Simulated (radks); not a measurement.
The numbers below are computed, except where a source is named.
All-electron atom: Ta2+ in [Xe] 4f14 5d3. Code: a radial shooting solver on a logarithmic mesh with Libxc functionals. Model: scalar-relativistic Kohn-Sham, BLYP, spin-unpolarised, spherical densities, point nucleus.

Radial electron density D(r) = 4 pi r^2 rho(r):

| r (bohr) | D(r) (e/bohr) |
|---|---|
| 0.002563 | 28.37 |
| 0.002983 | 34.47 |
| 0.003445 | 41.09 |
| 0.003979 | 48.46 |
| 0.004632 | 56.93 |
| 0.00535 | 65.38 |
| 0.006178 | 73.90 |
| 0.007135 | 82.03 |
| 0.008306 | 89.59 |
| 0.009593 | 95.16 |
| 0.01108 | 98.63 |
| 0.01279 | 99.66 |
| 0.0149 | 98.16 |
| 0.0172 | 94.92 |
| 0.01987 | 91.14 |
| 0.02294 | 88.54 |
| 0.02671 | 89.11 |
| 0.03085 | 94.17 |
| 0.03562 | 103.7 |
| 0.04147 | 116.5 |
| 0.0479 | 127.7 |
| 0.05531 | 133.7 |
| 0.06388 | 131.8 |
| 0.07437 | 122.0 |
| 0.08589 | 110.3 |
| 0.09919 | 103.1 |
| 0.1146 | 104.8 |
| 0.1334 | 114.1 |
| 0.154 | 121.6 |
| 0.1779 | 118.3 |
| 0.2071 | 100.7 |
| 0.2391 | 78.71 |
| 0.2762 | 63.76 |
| 0.3189 | 62.06 |
| 0.3713 | 69.32 |
| 0.4288 | 73.47 |
| 0.4952 | 67.95 |
| 0.5719 | 54.39 |
| 0.6658 | 38.48 |
| 0.769 | 27.20 |
| 0.8881 | 20.50 |
| 1.026 | 16.54 |
| 1.194 | 13.13 |
| 1.379 | 9.834 |
| 1.592 | 6.713 |
| 1.854 | 4.084 |
| 2.141 | 2.388 |
| 2.473 | 1.341 |
| 2.856 | 0.7269 |
| 3.324 | 0.3568 |
| 3.839 | 0.1632 |
| 4.434 | 0.06380 |
| 5.121 | 0.02030 |
| 5.961 | 0.004639 |
| 6.885 | 0.0008554 |

D(r) has 4 maxima, at r = 0.0126, 0.0576, 0.160, 0.429 bohr, and minima at 0.0243, 0.104, 0.302 bohr, inside which lie 1.90, 11.10, 29.82 electrons.
